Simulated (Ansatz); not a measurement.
Consider the ligand exchange at a B–O bond: `BO[SiH2][GeH3]` + `O[SiH2]S` → `BO[SiH2]S` + `O[SiH2][GeH3]`.

Calculated with Ansatz (gas phase, PBE0-D4/def2-TZVP geometries, no zero-point term in ΔE). CBS: MP2 limit from def2 TZ/QZ plus the TZ coupled-cluster correction, frozen cores. Functionals use def2-TZVPP. B3LYP here is the variant with VWN-RPA as its local correlation; programs differ in this. For Ge outer-core shells are correlated without core-valence functions, which leaves a few kJ/mol of doubt a bond. Scalar relativity is left out up to krypton. Each species was taken in one conformer, which may not be the lowest.

```tsv
level	ΔE (kJ/mol)
B3LYP-D4	7.1
ωB97X-V	6.8
PBE0	6.8
B3LYP	5.4
HF/def2-TZVPP	2.8
CCSD/def2-TZVPP	6.4
MP2/def2-QZVPP	7.1
SCS-MP2/def2-QZVPP	6.3
```

(1) What does CCSD(T)/CBS give? (Estimate.)

Largest T1 diagnostic among the species: 0.013.

## Answers

(1) The calculation gave: +7.2 kJ/mol. The listed levels differ from it by -0.1, -0.4, -0.4, -1.8, -4.4, -0.8, -0.1, -0.9 kJ/mol.

In def2-TZVPP, CCSD(T) changes the Hartree–Fock value by +4.4 kJ/mol (the triples alone add +0.8 kJ/mol) and MP2 by +4.3 kJ/mol.
